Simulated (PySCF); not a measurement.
Gas-phase reaction: InH + C3H6 (cyclic) + 2 H = In(CH3)3, at 500 K and a standard pressure of 1 bar. Level: r2SCAN/def2-TZVP†.

Energies from PySCF, thermal terms from the rigid-rotor harmonic-oscillator model, ideal gas at 1 bar. † marks an energy on the PBE0/def2-TZVP geometry and frequencies. Open shells (unrestricted): H (multiplicity 2); the rest are closed-shell singlets. In: scalar-relativistic def2 core potential, no spin-orbit coupling. Methyl groups turn as free rotors in In(CH3)3. InH: computed as isolated molecules; such fragments, hydroxides, amides, oligomers or adducts are transient or little studied in the gas. The harmonic model lacks anharmonicity and excited electronic states, which grow with temperature; levels with a mode under 35 cm⁻¹ are left out. Soft modes under 120 cm⁻¹ make the harmonic entropy rough for In(CH3)3.

| species | E (Ha) | H(500 K) − E (kJ/mol) | S°(500 K) (J/mol/K) |
|---|---|---|---|
| InH | -190.78015 | 23.6 | 223.2 |
| C3H6 (cyclic) | -117.85968 | 240.3 | 274.1 |
| H | -0.49993 | 10.4 | 125.5 |
| In(CH3)3 | -309.88843 | 326.2 | 439.4 |
E: electronic energy; H − E holds the zero-point and thermal terms. 1 Ha = 2625.5 kJ/mol.

Question: Work out ΔH°, ΔS°, ΔG° and log10 K from these numbers.

Answer: 1. ΔE = 1×(-309.88843) − 1×(-190.78015) − 1×(-117.85968) − 2×(-0.49993) = -0.24874 Ha = -653.1 kJ.
2. Δ(H − E) = 1×(326.2) − 1×(23.6) − 1×(240.3) − 2×(10.4) = 41.5 kJ, so ΔH° = -611.6 kJ.
3. ΔS° = 1×(439.4) − 1×(223.2) − 1×(274.1) − 2×(125.5) = -308.9 J/K; the number of gas molecules changes by -3.
4. ΔG° = ΔH° − TΔS° = -611.6 − 500×(-308.9)/1000 = -457.2 kJ.
5. log10 K = −ΔG°/(RT ln 10) = 47.77, with RT ln 10 = 9.57 kJ/mol; at standard pressures the products are favoured.
6. A shift of 10 kJ in ΔE would move log10 K by 1.04 here.
For scale, ΔH°(298 K) is -609 kJ at this level, -611 kJ at ωB97M-V/def2-TZVP†, and runs from -654 to -465 kJ over the 15 levels computed.
